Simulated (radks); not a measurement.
All-electron atom: S4+ in [Ne] 3s2. All-electron calculation, non-relativistic Kohn-Sham, Tao-Mo meta-GGA, spin-polarised, spherical densities, point nucleus; meta-GGA in the generalised Kohn-Sham scheme. Program: a radial shooting solver on a logarithmic mesh with Libxc functionals. Some entries of the table are withheld. Estimate them.

| orbital | occ. | eigenvalue (eV) | <1/r> (bohr^-1) | <r> (bohr) |
|---|---|---|---|---|
| 1s | 2 | -2467.060 | 15.58 | 0.09713 |
| 2s | 2 | -271.8430 | (1) | (2) |
| 2p | 6 | (3) | 2.963 | 0.4403 |
| 3s | 2 | -65.8809 | 0.9321 | 1.474 |
| 3p | 0 | -53.2555 | 0.8541 | 1.579 |

Answer. 
(1) 2s <1/r> (bohr^-1): 3.063
(2) 2s <r> (bohr): 0.4774
(3) 2p eigenvalue (eV): -216.2963
